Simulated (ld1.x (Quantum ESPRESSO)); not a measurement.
# How hard is this carbon (C) TM potential?

carbon (C), norm-conserving Troullier–Martins (Kleinman–Bylander form), made with ld1.x (Quantum ESPRESSO) 7.5 (LDA (PZ), scalar-relativistic). Core [He], reference 2s2 2p1.75 (charge +0.25). Waves: 2p (bound): rc 2.40 bohr; 3d channel at -0.1 Ry: rc 2.10 bohr; 2s (bound): rc 0.90 bohr. Local part: the s channel. Core correction: none.

The pseudo-atom Hamiltonian at the reference potential is diagonalised in spherical Bessel functions j_l(qr) that vanish at 20 bohr, with q² up to the cutoff. All-electron valence levels (Ry): 2p -0.5894, 2s -1.2011.

Task: How do the lowest levels (Ry) of each channel move with the cutoff, and are there ghosts?

Result:

```tsv
cutoff (Ry)	p #1	p #2	d #1	d #2	s #1	f #1	Σ f·Δε (mRy)
8	-0.3932	-0.0086	0.0316	0.1220	-1.1060	0.0805	533.7
15	-0.5607	-0.0165	0.0316	0.1219	-1.1411	0.0805	170.3
25	-0.5890	-0.0177	0.0316	0.1219	-1.1830	0.0805	36.8
40	-0.5893	-0.0177	0.0316	0.1219	-1.1960	0.0805	10.5
50	-0.5894	-0.0177	0.0316	0.1219	-1.1961	0.0805	10.1
70	-0.5894	-0.0177	0.0316	0.1219	-1.1980	0.0805	6.2
100	-0.5894	-0.0177	0.0316	0.1219	-1.2005	0.0805	1.3
140	-0.5894	-0.0177	0.0316	0.1219	-1.2007	0.0805	0.7
400	-0.5894	-0.0177	0.0316	0.1219	-1.2011	0.0805	0.0
```

Result: no extra level below or beside the all-electron valence levels (p, d, s, f tested); 10 mRy is reached at 55 Ry and 1 mRy at 110 Ry.

Its largest configuration-test error is +1089 meV.
